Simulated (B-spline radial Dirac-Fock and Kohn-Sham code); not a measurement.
**Kohn-Sham estimates against Dirac-Fock for the levels of Pt⁴⁺**

System: the Pt⁴⁺ ion, [Xe] 4f14 5d5 6p1 (not the ground configuration).

The density-functional columns are spherical, spin-unpolarised Dirac-Kohn-Sham results without Breit or QED terms: −ε is minus the orbital energy of the initial state and ΔSCF the difference of two total energies. The reference in the last column comes from Dirac-Fock (average of configuration) total-energy differences with a finite nucleus, the Breit interaction including its frequency dependence, and self-energy and vacuum-polarisation corrections. All numbers are from a radial finite-basis atomic code, in eV; a selection of levels is shown. For the 1s level of heavy atoms much of the gap between ΔSCF and the reference is the Breit and QED part, -416.8 eV here; for other levels the error of the functional can be larger.

| level | LDA −ε | LDA ΔSCF | Dirac-Fock |
| --- | --- | --- | --- |
| K (1s) | 78266.7 | 78865.8 | 78460.5 |
| L1 (2s) | 13789.2 | 13901.4 | 13958.0 |
| L2 (2p1/2) | 13226.9 | 13371.5 | 13343.8 |
| L3 (2p3/2) | 11499.9 | 11622.0 | 11634.5 |
| M1 (3s) | 3282.4 | 3316.5 | 3374.5 |
| M2 (3p1/2) | 3028.4 | 3065.1 | 3101.7 |
| M3 (3p3/2) | 2648.9 | 2682.0 | 2721.7 |
| M4 (3d3/2) | 2222.8 | 2262.4 | 2273.2 |
| M5 (3d5/2) | 2140.9 | 2179.2 | 2192.8 |
| N1 (4s) | 749.7 | 766.4 | 801.3 |
| N2 (4p1/2) | 641.8 | 658.4 | 685.2 |
| N3 (4p3/2) | 551.1 | 567.0 | 594.3 |
| N4 (4d3/2) | 373.6 | 389.2 | 404.0 |
| N5 (4d5/2) | 356.7 | 372.1 | 387.1 |
| N6 (4f5/2) | 129.6 | 144.3 | 142.3 |
| N7 (4f7/2) | 126.1 | 140.7 | 139.0 |
| O1 (5s) | 158.1 | 167.9 | 173.8 |
| O2 (5p1/2) | 123.0 | 132.3 | 133.5 |
| O3 (5p3/2) | 107.1 | 115.9 | 117.8 |
| O4,5 (5d) | 57.30 | 64.74 | 63.23 |
| P2,3 (6p) | 35.44 | 39.57 | 37.61 |

Values without a named source are computed, but for edge energies of neutral atoms, which are taken from tables.
